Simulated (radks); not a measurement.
Question: The mean radii <r> (bohr) of the occupied orbitals of an atom or ion are listed with their occupations. Method: scalar-relativistic Kohn-Sham, r2SCAN, spin-polarised, spherical densities, finite nucleus; meta-GGA in the generalised Kohn-Sham scheme; Fermi nuclear charge, rms radius of each element as measured or else 0.836 A^(1/3) + 0.57 fm; computed with a radial shooting solver on a logarithmic mesh with Libxc functionals.

| orbital | occ. | <r> |
|---|---|---|
| 1s up | 1 | 0.02191 |
| 1s down | 1 | 0.02191 |
| 2s up | 1 | 0.09326 |
| 2s down | 1 | 0.09326 |
| 2p up | 3 | 0.08238 |
| 2p down | 3 | 0.08238 |
| 3s up | 1 | 0.2441 |
| 3s down | 1 | 0.2438 |
| 3p up | 3 | 0.2428 |
| 3p down | 3 | 0.2425 |
| 3d up | 5 | 0.2213 |
| 3d down | 5 | 0.2209 |
| 4s up | 1 | 0.5500 |
| 4s down | 1 | 0.5505 |
| 4p up | 3 | 0.5802 |
| 4p down | 3 | 0.5806 |
| 4d up | 5 | 0.6243 |
| 4d down | 5 | 0.6244 |
| 5s up | 1 | 1.197 |
| 5s down | 1 | 1.207 |
| 4f up | 5 | 0.7220 |
| 5p up | 2 | 1.305 |

Name the element and its charge. Open shells, if any, are filled with parallel spins first.

Answer: Z = 64, gadolinium, charge +9: Gd9+ in [Kr] 4d10 4f5 5s2 5p2. The 1s radius gives Z: for a bare nucleus <r> = (2 gamma + 1)/(2Z) with gamma = sqrt(1 - (Z/c)^2), 0.02163 bohr for Z = 64, and screening makes it slightly larger (0.02191 here). The occupations add up to 55, and the charge is Z minus that.
